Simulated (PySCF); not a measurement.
Run record: geometry optimisation, `CO[C@@H]1CCC[C@H]1C#N`.

Computed with PBE0-D3(BJ)/def2-SVP geometry optimisation, gas phase (PySCF 2.14.0). Start geometry: GFN2-xTB. The input is one job of a driver script: a line of settings, then coordinates in Å.

Input:
```
{"job": {"xc": "PBE0", "basis": "def2-SVP", "d3": "d3bj", "grid": 1, "kind": "geom"}, "charge": 0, "multiplicity": 1}
C      2.616121     0.491270    -0.288909
O      1.382994     0.466425    -0.963493
C      0.416305    -0.364065    -0.369546
C     -0.748956    -0.572133    -1.354552
C     -1.952111     0.154571    -0.752317
C     -1.731925     0.027023     0.751211
C     -0.226702     0.289060     0.893411
C      0.325627    -0.229746     2.112310
N      0.777963    -0.668152     3.067675
H      3.267768     1.144682    -0.865201
H      3.056380    -0.511778    -0.235044
H      2.517397     0.881627     0.730640
H      0.880489    -1.325685    -0.098161
H     -0.960408    -1.635774    -1.457834
H     -0.467976    -0.176575    -2.328359
H     -1.937831     1.207031    -1.038218
H     -2.897838    -0.278492    -1.073083
H     -2.325818     0.730363     1.333423
H     -1.964005    -0.986063     1.085982
H     -0.032622     1.367088     0.847027
```

Output:
```
step   0  E = -402.56393639  max force = 0.029961
step   1  E = -402.56619059  max force = 0.002657
step   2  E = -402.56624161  max force = 0.000738
step   3  E = -402.56625082  max force = 0.000283
optimisation converged
```

Energies in Eh; «max force» is the largest Cartesian gradient component in Eh/bohr.

Give the first gradient maximum in eV/Å.

With 1 Eh/bohr = 51.422 eV/Å, 1.541 eV/Å.

How much energy does the optimisation release, in kJ/mol?

E(step 0) − E(last step) = 0.002314 Eh, which is 6.1 kJ/mol.

Summary of the converged run: final energy -402.56625 Eh after 3 steps; dipole 3.09 D.

Where do the atoms end?

0.081 Å rms from the input after alignment:
```
atom  x, y, z in Å
C1     2.6954    0.9411   -0.2170
O2     1.4939    0.8049   -0.9181
C3     0.5995   -0.1080   -0.3556
C4    -0.5726   -0.3397   -1.3198
C5    -1.7758    0.3795   -0.7133
C6    -1.5720    0.1918    0.7848
C7    -0.0656    0.4485    0.9491
C8     0.5042   -0.0742    2.1804
N9     0.9650   -0.5161    3.1468
H10    3.3458    1.6082   -0.7987
H11    3.2053   -0.0329   -0.0879
H12    2.5538    1.3829    0.7877
H13    1.1285   -1.0544   -0.1309
H14   -0.7772   -1.4184   -1.3947
H15   -0.2953    0.0174   -2.3209
H16   -1.7445    1.4528   -0.9627
H17   -2.7400   -0.0120   -1.0680
H18   -2.1777    0.8607    1.4128
H19   -1.8082   -0.8435    1.0798
H20    0.1083    1.5382    0.9292
```

Rough CPU time on one thread of a shared machine: about 1.6 min.
Labels such as C1 count atoms from 1, the log's own numbers from 0.
